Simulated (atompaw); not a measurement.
**An all-electron radial function and its pseudo partner (calcium (Ca))**

Columns: radius, all-electron u(r) and pseudo u(r) of the 4p shell (level -1.69 eV) of calcium in the configuration [Ne] 3s2 3p6 3d0 4s1.5 4p0.5; PBE, scalar-relativistic, PAW (atompaw) scheme, atompaw 4.2.0.5.

```tsv
r (bohr)	all-electron	pseudo
0.087	0.0602	-0.0023
0.173	0.1017	-0.0089
0.260	0.0887	-0.0194
0.346	0.0428	-0.0329
0.433	-0.0153	-0.0486
0.519	-0.0705	-0.0649
0.606	-0.1169	-0.0811
0.692	-0.1508	-0.0955
0.779	-0.1726	-0.1072
0.865	-0.1823	-0.1151
0.952	-0.1818	-0.1186
1.038	-0.1728	-0.1171
1.125	-0.1568	-0.1107
1.212	-0.1355	-0.0994
1.298	-0.1106	-0.0837
1.385	-0.0828	-0.0640
1.471	-0.0535	-0.0413
1.558	-0.0229	-0.0157
1.644	0.0077	0.0114
1.731	0.0386	0.0402
1.817	0.0687	0.0692
1.904	0.0984	0.0985
1.990	0.1268	0.1268
2.077	0.1546	0.1546
2.163	0.1808	0.1808
2.250	0.2061	0.2061
```

Problem. How many radial nodes do the two functions have?

Solution. The all-electron 4p function has n − l − 1 = 2; the pseudo-wave has 1, since 1 lower shell of the same l stays in the valence.

Problem. At about which radius was the pseudo-wave matched?

Solution. 2.05 bohr. The columns agree to 0.0005 from 1.90 bohr on; several derivatives are matched, so the curves merge somewhat inside the radius.

Problem. Is the pseudo-wave norm-conserving?

Solution. No, it belongs to a PAW set: the norm inside the radius is not constrained, and the difference is carried by the augmentation charge.
